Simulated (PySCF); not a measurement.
## Dipole moment and polarisability of `F[SiH2]O[SiH2]O[SiH3]`

Compound: FH7O2Si3.
Numbering: `[F:1][SiH2:2][O:3][SiH2:4][O:5][SiH3:6]` (hydrogens: H7, H8 on Si2; H9, H10 on Si4; H11, H12, H13 on Si6)

Structure used (GFN2-xTB), in Å, numbered top down from 1:
```
atom  x, y, z in Å
F1    -1.7774   -0.5036    1.5080
Si2   -2.0693   -0.6641   -0.0632
O3    -1.3021    0.5061   -0.8497
Si4    0.0400    1.3721   -1.1503
O5     1.3373    0.6356   -0.5404
Si6    2.0299   -0.5284    0.3581
H7    -3.4806   -0.3981   -0.2562
H8    -1.5386   -1.9682   -0.4159
H9     0.1813    1.3690   -2.5975
H10   -0.1112    2.6474   -0.4688
H11    1.8166   -1.8073   -0.3230
H12    1.4338   -0.5280    1.6910
H13    3.4359   -0.1320    0.3676
```

Level: PBE0/def2-SVPD (PySCF), static field, nuclei fixed, core orbitals frozen in the response. The polarisability tensor in these axes (au):

```
x   83.61  0.29  0.83
y    0.29 77.03 -3.58
z    0.83 -3.58 72.94
```

Diagonalise the tensor; give its mean and Δα, where Δα² is half the sum of the squared differences of the eigenvalues.

Principal values 70.81, 79.11 and 83.68 au; mean 77.86 au = 11.54 Å³ = 12.84 × 10⁻⁴⁰ C²·m²/J; Δα = 11.30 au (15 % of the mean).

What is the dipole moment, and where does it point?

(-0.01, -0.46, -1.01) D, 1.11 D in size, pointing from the negative to the positive side. Measured along this direction, the outermost atoms are H12 at the negative end and H9 at the positive end.

What are the principal values of the traceless quadrupole moment, Θ = ½Σq(3rr − r²1), about the centre of nuclear charge?

-6.26, 2.44, 3.82 D·Å. The values depend on the origin, since the dipole doesn't vanish. The electronic extent ⟨r²⟩ about the same centre is 1274 bohr², a root-mean-square distance of 2.20 Å for the 74 electrons.

Form Σ f/ω² (atomic units) for the 6 lowest TDDFT singlets, given as eV and f, and set it beside the mean polarisability, which is this sum over all singlets: 7.23, 0.0043; 7.59, 0.0070; 7.79, 0.0179; 7.94, 0.0106; 8.05, 0.0091; 8.18, 0.0242.

They add up to 0.87 au, 1.1 % of the 77.86 au; the largest single term is 0.27 au, from the state at 8.18 eV. Terms in order: 0.06, 0.09, 0.22, 0.12, 0.10, 0.27 au. Higher excitations give the rest. The strengths listed sum to 0.073.

Directions of the eigenvectors, and the extent of the frame along each?

Largest value along (1.00, 0.00, 0.08), where the nuclei span 6.94 Å; middle along (0.04, 0.87, -0.50), 4.07 Å; least along (-0.07, 0.50, 0.86), 2.74 Å. The response follows the extents in order.

The structure is a single GFN2-xTB conformer in the gas phase; no vibrational or solvent corrections.
